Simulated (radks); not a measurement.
Values are calculated unless marked as measured or tabulated.
Removal energies from the tungsten ion W6+, [Xe] 4f14, by Delta-SCF beside the eigenvalue of the level emptied. Level of theory: scalar-relativistic Kohn-Sham, PBEsol, spin-polarised, spherical densities, finite nucleus; Fermi nuclear charge, rms radius of each element as measured or else 0.836 A^(1/3) + 0.57 fm (a radial shooting solver on a logarithmic mesh with Libxc functionals). Open shells are filled with parallel spins first.

removed from     final configuration  Delta-SCF (eV)  -eigenvalue (eV)
4f                         [Xe] 4f13          123.04            109.26
5p            [Kr] 4d10 4f14 5s2 5p5          124.88            116.14
5s            [Kr] 4d10 4f14 5s1 5p6          163.32            153.64
4d             [Kr] 4d9 4f14 5s2 5p6          329.08            314.56
